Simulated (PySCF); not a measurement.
Sn⁺: ionisation energy

Sn⁺ [Kr] 4d10 5s2 5p1 (2P) → Sn²⁺ [Kr] 4d10 5s2 (1S), as a difference of total energies. Calculation: PySCF 2.14, in def2-SVP with the def2 core potential (28 electrons) (4s4p2d, 26 functions); a scalar-relativistic core potential. Correlated levels: valence: 4s2 4p6 4d10 frozen. The calculations carry no spin-orbit coupling.

| method | ionisation energy (eV) | error (eV) |
| --- | --- | --- |
| UHF | 13.718 | -0.564 |
| TPSS | 14.209 | -0.073 |
| MN15 | 14.280 | -0.002 |
| MP2 (valence) | 13.852 | -0.430 |
| SCS-MP2 (valence) | 13.835 | -0.447 |
| CCSD (valence) | 13.921 | -0.361 |
| CCSD(T) (valence) | 13.931 | -0.351 |

Reference: 14.282 eV (measured; NIST levels, between the centres of gravity of the two terms).

Errors of the correlated levels include the incompleteness of this basis and the frozen core.
